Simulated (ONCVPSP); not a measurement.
## Building the ONCV potential for boron (LDA (Perdew-Wang 92), scalar-relativistic).

B (Z = 5), optimised norm-conserving Vanderbilt (ONCV), made with ONCVPSP 4.0.1 (LDA (Perdew-Wang 92), scalar-relativistic). Core [He], reference 2s1.5 2p1.5. Waves: 2s: rc 1.92 bohr, ncon 4, nbas 8, qcut 5 1/bohr, local; 2p: rc 3.22 bohr, ncon 4, nbas 8, qcut 4.1 1/bohr, 3 projectors, debl 1.3 Ha. Local part: the s channel. Core correction: none.

* Cutoffs needed: 8.0 Ha and 11 Ha (the cutoffs (Ha) at which the residual kinetic energy of the hardest occupied pseudo-wave falls to 1 and 0.1 mHa per electron)
* Ghost test: no bound ghost flagged; no localised positive-energy state flagged
* Largest excitation error: +577 meV (all-electron minus pseudo) for 2s1 2p0, out of 4 test configurations
